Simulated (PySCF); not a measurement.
C6H18BN.
Geometry (PBE0-D3(BJ)/def2-SVP, Å), atoms numbered from 1 in this order:
```
atom  x, y, z in Å
B1     2.0992   -0.1048   -1.3487
N2     1.0715    0.4431   -0.2056
C3     1.5029    0.0377    1.1376
C4    -0.3712    0.1884   -0.4997
C5    -1.2934    1.0725    0.3383
C6    -1.0212    2.5656    0.2300
C7    -0.7088   -1.2948   -0.3900
C8    -1.9706   -1.6762   -1.1486
H9     1.6388    0.2749   -2.4207
H10    2.1538   -1.3246   -1.2548
H11    3.1742    0.4234   -1.0813
H12    1.1931    1.4547   -0.2689
H13    0.8656    0.4690    1.9241
H14    2.5397    0.3661    1.2777
H15    1.4843   -1.0563    1.2051
H16   -0.4703    0.4813   -1.5577
H17   -2.3223    0.8682    0.0049
H18   -1.2611    0.7544    1.3950
H19   -1.7981    3.1475    0.7470
H20   -1.0041    2.8955   -0.8210
H21   -0.0609    2.8554    0.6879
H22   -0.8138   -1.5750    0.6723
H23    0.1432   -1.8634   -0.7918
H24   -2.1744   -2.7523   -1.0484
H25   -1.8666   -1.4567   -2.2224
H26   -2.8610   -1.1419   -0.7818
```

Level: PBE0/pcSseg-1 in PySCF, non-relativistic, on one gas-phase PBE0-D3(BJ)/def2-SVP geometry that isn't relaxed in the solvent. The solvent is an IEF-PCM continuum (cavity from Bondi-type radii × 1.2). Only the electrostatic response of the medium enters.

Gas phase at PBE0/pcSseg-1: HOMO -7.49 eV, LUMO 0.77 eV, dipole 5.56 D.

What does the continuum do to the energy, the frontier levels and the dipole at PBE0/pcSseg-1 in cyclohexane and water?

| solvent | ε | E(solvent) − E(gas) (kcal/mol) | polarisation term (kcal/mol) | distortion of the solute (kcal/mol) | HOMO (eV) | LUMO (eV) | dipole (D) |
| --- | --- | --- | --- | --- | --- | --- | --- |
| cyclohexane | 2.017 | -3.69 | -3.95 | 0.26 | -7.71 | 1.01 | 6.11 |
| water | 78.36 | -9.40 | -11.18 | 1.78 | -8.05 | 1.32 | 7.00 |

The first energy column is the sum of the next two and covers electrostatics alone. From cyclohexane to water the lowering changes by a factor 2.54, Onsager's factor (ε − 1)/(2ε + 1) by 2.43 and ε itself by 38.9.

Which radius a makes the point-dipole formula ΔE = −[(ε − 1)/(2ε + 1)]·μ²/a³ give the value in water, with the gas-phase dipole?

μ = 2.189 au and |ΔE| = 0.01497 Eh give a = 2.85 Å; the farthest nucleus lies 3.67 Å from the centroid of the nuclei, so such a sphere wouldn't even hold the nuclei. The formula assumes a rigid point dipole at the centre of a sphere.

Give the dipole vector in the frame of the coordinates (D, pointing from negative to positive charge), gas and water.

Gas (-3.87, 1.58, 3.67), solvent (-4.69, 2.13, 4.74). Its length changes by +26 % and its direction by 2°.

Which Mulliken charges (PBE0/pcSseg-1) respond most in cyclohexane (means over atoms taken as equivalent)?

```tsv
atoms	environment	gas (e)	solvent (e)	change
H9/H10/H11	B–H hydrogen	-0.072	-0.084	-0.012
H12	N–H hydrogen	+0.249	+0.258	+0.009
H22	methylene hydrogen	+0.115	+0.119	+0.004
H13/H14/H15	methyl hydrogen	+0.141	+0.146	+0.005
H18	methylene hydrogen	+0.119	+0.123	+0.004
H23	methylene hydrogen	+0.165	+0.161	-0.004
H17	methylene hydrogen	+0.141	+0.144	+0.003
C6	methyl carbon	-0.291	-0.294	-0.003
C8	methyl carbon	-0.270	-0.273	-0.003
B1	four-coordinate boron	-0.098	-0.095	+0.003
H19/H20/H21	methyl hydrogen	+0.125	+0.127	+0.002
H16	methine hydrogen	+0.139	+0.141	+0.002
```

Which Mayer bond orders change most in cyclohexane?

```csv
bond,length (Å),gas,solvent,change
B1–N2,1.632,0.621,0.640,+0.019
N2–H12,1.021,0.893,0.889,-0.004
C4–C5,1.528,0.995,0.998,+0.003
C7–H23,1.100,0.925,0.928,+0.003
N2–C3,1.468,0.926,0.924,-0.002
N2–C4,1.494,0.881,0.879,-0.002
B1–H11,1.227,0.966,0.968,+0.002
C5–C6,1.522,1.061,1.062,+0.001
```

How do the nuclear quadrupole coupling constants eQVzz/h respond in cyclohexane?

```tsv
nucleus	Q (barn)	gas (MHz)	solvent (MHz)	η gas	η solvent
11B at B1	0.04059	2.22	2.09	0.01	0.01
14N at N2	0.02044	-2.68	-2.53	0.28	0.30
```

The run took 53 s wall on one thread, Arm Neoverse V2 (aarch64), shared host with 96 logical CPUs at a one-minute load of 84, and the process peaked at 1.3 GiB of memory. This is the whole shielding run at PBE0/pcSseg-1 in water, SCF included.
